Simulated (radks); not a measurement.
Effect of the nuclear size on the strontium ion Sr3+, [Ar] 3d10 4s2 4p5. Calculated with a radial shooting solver on a logarithmic mesh with Libxc functionals: Dirac Kohn-Sham, relativistic LDA (MacDonald-Vosko exchange, VWN5 correlation), spin-unpolarised, spherical densities, finite nucleus; open shells fill j = l - 1/2 first; Fermi nuclear charge, rms radius 4.224 fm. The rms radius is varied about that value; shifts are against it.

rms radius (fm)  total energy shift (eV)  density at nucleus (e/bohr^3)  1s1/2 shift (meV)  2s1/2 shift (meV)  3p1/2 shift (meV)  4s1/2 shift (meV)  5s1/2 (empty) shift (meV)
3.734                             -0.180                      6.102e+04              -75.8              -7.83              0.121             -0.183                     -0.039
3.9156                            -0.115                      6.076e+04              -48.7              -5.03              0.078             -0.117                     -0.025
4.224                                  0                      6.035e+04              0.000              0.000              0.000              0.000                      0.000
4.5577                             0.134                      5.995e+04               56.5               5.83             -0.090              0.136                      0.029
5.1322                             0.386                      5.932e+04                163               16.8             -0.261              0.392                      0.083

Slopes of the eigenvalues against <r^2> in GHz/fm^2, as finite differences over the two radii next to the reference (eigenvalue slopes, not the field-shift constants of lines): 1s1/2 4670, 2s1/2 483, 3p1/2 -7.48, 4s1/2 11.3, 5s1/2 (empty) 2.39.
